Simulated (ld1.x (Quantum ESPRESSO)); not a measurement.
**Plane-wave convergence, TM potential for tungsten (W)**

```
Element                 : W (Z = 74)
Generator               : ld1.x (Quantum ESPRESSO) 7.5
Type                    : norm-conserving Troullier–Martins (Kleinman–Bylander form)
Functional              : BP86
Relativity              : fully relativistic
Frozen core             : [Xe] 4f14
Valence charge          : 6
Reference configuration : 5d4 6s1.5 6p0.5
Partial waves           : 6s (bound): rc 1.90 bohr; 6p (bound): rc 3.30 bohr; 5d (bound): rc 2.20 bohr
Local potential         : all-electron potential smoothed inside 1.80 bohr (lloc = -2)
Core correction         : Bessel-smoothed model core, default radius (core density twice the valence density)
```

Open shells are filled in proportion to 2j + 1 (rel_dist='average').

The pseudo-atom Hamiltonian at the reference potential is diagonalised in spherical Bessel functions j_l(qr) that vanish at 20 bohr, with q² up to the cutoff. All-electron valence levels (Ry): 6s -0.4715, 6p1/2 -0.1671, 6p3/2 -0.1281, 5d3/2 -0.4259, 5d5/2 -0.3714.

Problem. How do the lowest levels (Ry) of each channel move with the cutoff, and are there ghosts?

Solution.

```csv
cutoff (Ry),s #1,s #2,s #3,p1/2 #1,p1/2 #2,p3/2 #1,p3/2 #2,d3/2 #1,d5/2 #1,d5/2 #2,f #1,Σ f·Δε (mRy)
8,-0.4895,-0.0183,0.0834,-0.1669,0.0262,-0.1280,0.0322,-0.1317,-0.1238,0.0499,0.0929,1092.1
10,-0.5047,-0.0260,0.0683,-0.1669,0.0262,-0.1280,0.0322,-0.2013,-0.1867,0.0469,0.0929,852.6
15,-0.6035,-0.4106,-0.0144,-0.1670,0.0262,-0.1280,0.0321,-0.3269,-0.2949,0.0439,0.0929,433.4
21,-0.7461,-0.4683,-0.0161,-0.1671,0.0262,-0.1281,0.0321,-0.4070,-0.3583,0.0426,0.0929,66.5
25,-0.7508,-0.4696,-0.0161,-0.1671,0.0262,-0.1281,0.0321,-0.4182,-0.3664,0.0424,0.0929,27.2
30,-0.7513,-0.4696,-0.0161,-0.1671,0.0262,-0.1281,0.0321,-0.4245,-0.3706,0.0424,0.0929,6.9
40,-0.7544,-0.4701,-0.0161,-0.1671,0.0262,-0.1281,0.0321,-0.4258,-0.3714,0.0423,0.0929,2.3
50,-0.7552,-0.4703,-0.0162,-0.1671,0.0262,-0.1281,0.0321,-0.4258,-0.3714,0.0423,0.0929,1.8
55,-0.7561,-0.4707,-0.0162,-0.1671,0.0262,-0.1281,0.0321,-0.4259,-0.3714,0.0423,0.0929,1.3
60,-0.7570,-0.4709,-0.0162,-0.1671,0.0262,-0.1281,0.0321,-0.4259,-0.3714,0.0423,0.0929,0.9
80,-0.7575,-0.4711,-0.0162,-0.1671,0.0262,-0.1281,0.0321,-0.4259,-0.3714,0.0423,0.0929,0.6
400,-0.7588,-0.4715,-0.0162,-0.1671,0.0262,-0.1281,0.0321,-0.4259,-0.3714,0.0423,0.0929,0.0
```

Result: ghost state, extra bound levels that the all-electron valence spectrum of the same l lacks: s at -10.3 eV (a true bound ghost makes a file unfit for plane-wave use); 10 mRy is reached at 30 Ry and 1 mRy at 60 Ry.

2 of 7 tests not solved or not reliable.
